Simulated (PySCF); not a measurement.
**V- (vanadium, charge -1) across methods**

[Ar] 3d4 4s2, high-spin 5D determinant. All numbers are calculated (PySCF 2.14, the non-relativistic Hamiltonian (point nucleus), in dyall-av2z (16s12p7d2f, 101 functions)). The B2PLYP total includes its PT2 part (frozen core); its orbital energies are those of the SCF part.

```json
{"method": "LDA", "E (hartree)": "-941.801", "mean ε 4s α (eV)": "0.199", "mean ε 4s β (eV)": "0.993", "mean ε 3d α (eV)": "1.540", "Σ⟨r²⟩ (bohr²)": "84.98", "⟨S²⟩": "6.071"}
{"method": "PBE0", "E (hartree)": "-943.726", "mean ε 4s α (eV)": "-0.162", "mean ε 4s β (eV)": "0.682", "mean ε 3d α (eV)": "0.226", "Σ⟨r²⟩ (bohr²)": "88.09", "⟨S²⟩": "6.086"}
{"method": "PBE", "E (hartree)": "-943.707", "mean ε 4s α (eV)": "0.312", "mean ε 4s β (eV)": "1.074", "mean ε 3d α (eV)": "1.615", "Σ⟨r²⟩ (bohr²)": "86.33", "⟨S²⟩": "6.070"}
{"method": "PBEsol", "E (hartree)": "-942.701", "mean ε 4s α (eV)": "0.269", "mean ε 4s β (eV)": "1.080", "mean ε 3d α (eV)": "1.583", "Σ⟨r²⟩ (bohr²)": "86.14", "⟨S²⟩": "6.085"}
{"method": "HSE06", "E (hartree)": "-943.747", "mean ε 4s α (eV)": "0.147", "mean ε 4s β (eV)": "0.997", "mean ε 3d α (eV)": "0.629", "Σ⟨r²⟩ (bohr²)": "88.02", "⟨S²⟩": "6.090"}
{"method": "r2SCAN", "E (hartree)": "-943.903", "mean ε 4s α (eV)": "-0.104", "mean ε 4s β (eV)": "0.931", "mean ε 3d α (eV)": "1.158", "Σ⟨r²⟩ (bohr²)": "92.87", "⟨S²⟩": "6.221"}
{"method": "B2PLYP", "E (hartree)": "-943.662", "mean ε 4s α (eV)": "-0.463", "mean ε 4s β (eV)": "0.419", "mean ε 3d α (eV)": "-1.240", "Σ⟨r²⟩ (bohr²)": "94.06", "⟨S²⟩": "6.096"}
{"method": "UHF", "E (hartree)": "-942.86508", "mean ε 4s α (eV)": "-2.093", "mean ε 4s β (eV)": "0.187", "mean ε 3d α (eV)": "-5.020", "Σ⟨r²⟩ (bohr²)": "125.8", "⟨S²⟩": "6.487"}
{"method": "LC-wPBE", "E (hartree)": "-943.738", "mean ε 4s α (eV)": "-1.771", "mean ε 4s β (eV)": "-0.472", "mean ε 3d α (eV)": "-2.467", "Σ⟨r²⟩ (bohr²)": "88.91", "⟨S²⟩": "6.120"}
```

⟨S²⟩ = 6.12 against 6.00 shows spin contamination.

The highest occupied level is positive at LDA, PBE0, PBE, PBEsol, HSE06, r2SCAN, B2PLYP, UHF: only the finite basis holds that electron, at UHF too, so the state is unbound at these levels.
